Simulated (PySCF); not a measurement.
**Working out the ionisation energy of Cl+**

Cl+ [Ne] 3s2 3p4 (3P) → Cl(2+) [Ne] 3s2 3p3 (4S). All numbers are calculated (PySCF 2.14, the spin-free X2C one-electron Hamiltonian (Gaussian nucleus), in aug-cc-pCVTZ-DK). Frozen: [Ne]. Energies in hartree (1 hartree = 27.21139 eV):

| part | Cl+ (lower) | Cl(2+) (upper) |
| --- | --- | --- |
| UHF | -460.463105 | -459.633612 |
| CCSD correlation | -0.151806 | -0.118620 |
| (T) | -0.004606 | -0.003414 |

**Question.** What does Hartree-Fock give?

**Answer.** (-459.633612) − (-460.463105) = 0.829493 hartree = 22.572 eV.

**Question.** What do CCSD and CCSD(T) give?

**Answer.** The CCSD correlation energies differ by 0.033186 hartree = 0.903 eV and the triples by 0.001192 hartree = 0.032 eV, so CCSD gives 23.475 eV and CCSD(T) 23.507 eV.

Measured between the centres of the two terms (NIST): 23.771 eV, so CCSD(T) (valence) is off by -0.264 eV.

What remains against the reference includes basis incompleteness, the frozen core and higher excitations.
